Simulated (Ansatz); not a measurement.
`FCC(Br)I` + SiH₄ → `FCC([SiH3])Br` + HI  (formal exchange of groups at a C–I bond)

Program: Ansatz. Geometries: PBE0-D4/def2-TZVP. ΔE: electronic, gas phase. CBS: MP2 limit from def2 TZ/QZ plus the TZ coupled-cluster correction, frozen cores. This one scheme is used for every species. Functionals use def2-TZVPP. B3LYP here is the variant with VWN-RPA as its local correlation; programs differ in this. def2 core potentials past Kr. For Br, I outer-core shells are correlated without core-valence functions, which leaves a few kJ/mol of doubt a bond. Scalar relativity is left out up to krypton. Each species was taken in one conformer, which may not be the lowest.

```tsv
level	ΔE (kcal/mol)
r2SCAN	-11.7
PBE0	-12.1
B3LYP	-11.4
HF/CBS(def2)	-13.8
```

Question: What does CCSD(T)/CBS give? (An estimate is asked.)

Answer: Ansatz gave: -10.8 kcal/mol. The listed levels differ from it by -0.9, -1.3, -0.6, -3.0 kcal/mol.

Largest T1 diagnostic among the species: 0.011.

From PBE to PBE0 (25 % exact exchange), in def2-TZVPP and without D4, ΔE moves by −1.4 kcal/mol. In def2-TZVPP, CCSD(T) changes the Hartree–Fock value by +2.2 kcal/mol (the triples alone add +0.7 kcal/mol) and MP2 by +3.8 kcal/mol.
